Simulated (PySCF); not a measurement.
Precursor series Zr F-H. Isolated molecules, 0 K electronic values unless said otherwise.

The HOMO–LUMO gap from two functionals at the same geometries (BP86-D3(BJ)/def2-SVP), both in PySCF: PBE-D3(BJ)/def2-TZVP and TPSSh-D3(BJ)/def2-TZVP. 

```
species                                TPSSh-D3(BJ)/def2-TZVP (eV)
-------------------------------------  ---------------------------
0 of 4 F replaced by H                                        9.18
1 of 4 F replaced by H ([Zr(F)3(H)])                          6.10
2 of 4 F replaced by H ([Zr(F)2(H)2])                         5.30
3 of 4 F replaced by H ([Zr(F)(H)3])                          5.24
4 of 4 F replaced by H ([Zr(H)4])                             5.05
```

Problem. What does PBE-D3(BJ)/def2-TZVP give for each?

Solution. 
- 0 of 4 F replaced by H: 7.79
- 1 of 4 F replaced by H ([Zr(F)3(H)]): 4.84
- 2 of 4 F replaced by H ([Zr(F)2(H)2]): 3.98
- 3 of 4 F replaced by H ([Zr(F)(H)3]): 3.91
- 4 of 4 F replaced by H ([Zr(H)4]): 3.69
Over these rows, drawn at random from the members with no instability flagged (it was tested for open shells, ions and some series alone), PBE minus TPSSh-D3(BJ): mean -1.33 eV, from -1.39 eV to -1.25 eV.
